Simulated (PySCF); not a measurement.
SMILES Clc1ccc(C(C)(C)C)cc1 (C₁₀H₁₃Cl), GFN2-xTB optimised geometry. Atoms within 1.6 Å of the plane z = 0.0 Å (x, y, z in Å): C1 (-2.49, -1.54, -0.01), C2 (-0.97, -1.72, 0.00), C3 (-0.58, -2.52, -1.25), C4 (-0.60, -2.51, 1.26), C5 (-0.23, -0.40, 0.00), C6 (-0.87, 0.83, 0.00), C7 (-0.15, 2.02, 0.00), C8 (1.23, 1.99, 0.00), Cl9 (2.13, 3.46, 0.00), C10 (1.90, 0.77, 0.00), C11 (1.17, -0.40, 0.00), H12 (-2.83, -1.01, 0.87), H13 (-2.82, -1.01, -0.90), H14 (-2.97, -2.52, -0.01), H15 (-1.12, -3.46, -1.28), H16 (0.49, -2.75, -1.26), H19 (0.47, -2.73, 1.29), H20 (-1.13, -3.46, 1.29), H21 (-1.94, 0.89, 0.00), H22 (-0.67, 2.96, 0.00), H23 (2.97, 0.75, 0.00), H24 (1.71, -1.33, 0.00).

Computed with CAM-B3LYP/def2-SVP run with PySCF. Cells within 0.4 Å of a nucleus heavier than hydrogen are left out (blank, or x).

Map of the deformation density (molecule minus spherical neutral atoms) (e/bohr³) on the plane z = 0.0 Å:

```
|2222222222222222222222222222222|
|2222222222222222222222222222222|
|2222222222222222222221122222222|
|2222222222222222222221112222222|
|2222222222222222222331012222222|
|22222222222211111223xx222222222|
|22222222222111211111xx432222222|
|2222222222212762111311322222222|
|2222222222112793221431122222222|
|22222222221113xx88xx11112222222|
|22222222211113xx78xx31112222222|
|2222222211222793113972111222222|
|222222221267xx510016x4541122222|
|222222221288xx300014xx991122222|
|2222222211333971003883431122222|
|2222222111112693435951111222222|
|22222211111013xx99xx21112222222|
|22222112211125x555x841112222222|
|2222211342223762114972122222222|
|22221112xx76xx31012431122222222|
|22221125x566xx10111111222222222|
|2222224972211311111112222222222|
|2222212742101111112222222222222|
|2222211121111111112222222222222|
|2222221111111111122222222222222|
|2222222222211111222222222222222|
|2222222222222222222222222222222|
|2222222222222222222222222222222|
|2222222222222222222222222222222|
|2222222222222222222222222222222|
|2222222222222222222222222222222|
```
Scale: ten equal steps from -0.031 (start of '0') to 0.103 (end of '9'), in the order '0123456789'; x runs from -5.50 to 5.50, y from -5.50 (bottom) to 5.50 (top).
